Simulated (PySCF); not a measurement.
# Correlation energy of Cu⁺ (copper, charge +1)

[Ar] 3d9 4s1, 4s spin antiparallel (an excited configuration). Calculation: PySCF 2.14, in ANO-RCC-VTZP (6s5p3d2f1g, 59 functions); scalar relativity by spin-free X2C-1e. Frozen: [Ne]; 18 electrons correlated.

MP2 pair energies summed by pair of shells (mhartree):

```tsv
pair	energy	share (%)
3d-3d	-351.34	47.4
3p-3d	-229.66	31.0
3p-3p	-54.69	7.4
3s-3d	-46.57	6.3
3d-4s	-25.66	3.5
3s-3p	-25.62	3.5
3p-4s	-3.86	0.5
3s-3s	-3.73	0.5
3s-4s	-0.38	0.1
```

Total MP2 correlation energy: -741.53 mhartree.

Same-spin part -251.11 and opposite-spin part -490.42 mhartree; SCS-MP2 scales them by 1/3 and 6/5 to -672.20 mhartree.
